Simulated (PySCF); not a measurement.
SMILES B[SiH2][SiH2]C(C)=O at its GFN2-xTB optimised geometry (Å):

```
15

B      4.0219     0.7535     2.2438
Si     2.3565    -0.2359     2.2288
Si     1.6394    -0.3686     0.0000
C     -0.2801    -0.3686     0.0000
C     -0.9744     0.9680     0.0000
O     -0.8893    -1.4132     0.0481
H      4.0444     1.9202     2.3363
H      5.0503     0.2189     2.0803
H      1.2375     0.3580     2.9925
H      2.4017    -1.6178     2.7395
H      2.0519    -1.5712    -0.7230
H      2.0431     0.7829    -0.8244
H     -2.0519     0.8522     0.0967
H     -0.7437     1.4820    -0.9310
H     -0.5898     1.5712     0.8199
```

Calculation: CAM-B3LYP/def2-TZVP (PySCF). Cells within 0.4 Å of a nucleus heavier than hydrogen are left out (blank, or x).

Map of the Laplacian of the electron density (e/bohr⁵), clipped to [-1.50, 1.50] on the plane z = 0.0 Å:

```
|5555555555555555555555555|
|5555555555555555555555555|
|5555555555555555555555555|
|5555555555555555555555555|
|5555555555555555555555555|
|5555555555555555555555555|
|5555555555555555555555555|
|5555555555555555555555555|
|5555555555455555555555555|
|555555532xx55555555555555|
|555555302xx55555555555555|
|5555555554245555554555555|
|55555555553x4449x96555555|
|55555555565xx349xx9555555|
|55555555573x4449996555555|
|555555556xx56555554555555|
|555555556xx56555555555555|
|5555555565365555555555555|
|5555555556655555555555555|
|5555555555555555555555555|
|5555555555555555555555555|
|5555555555555555555555555|
|5555555555555555555555555|
|5555555555555555555555555|
|5555555555555555555555555|
```
Scale: ten equal steps from -1.50 (start of '0') to 1.50 (end of '9'), in the order '0123456789'; x runs from -4.50 to 4.50, y from -4.50 (bottom) to 4.50 (top).
